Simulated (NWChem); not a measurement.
Molecule: SiHBr2F; SMILES F[SiH](Br)Br

```xyz
5

Si     0.7255     0.4393     0.0000
F      2.0690    -0.4345     0.0000
Br    -0.4306    -0.0453     1.8272
Br    -0.4306    -0.0453    -1.8272
H      1.0786     1.8684     0.0000
```
Atoms are numbered in this order, from 1.

The geometry was optimised at B3LYP/6-31G* (spherical d).

Spin-orbit effects, on the heavy nuclei and on their neighbours, are missing.

Task: Give the principal values of the shielding tensors (ppm) of Si1, F2, Br3 from LDA (Slater exchange, VWN5)/pcSseg-1, GIAO (NWChem), with their diamagnetic and paramagnetic parts as GIAO splits them.

Result: 
```tsv
atom	σ11	σ22	σ33	isotropic	diamagnetic	paramagnetic
Si1	239.7	302.8	311.2	284.6	879.9	-595.3
F2	190.1	263.5	312.7	255.4	471.1	-215.7
Br3	1804.0	2086.1	2736.6	2208.9	3124.1	-915.2
```
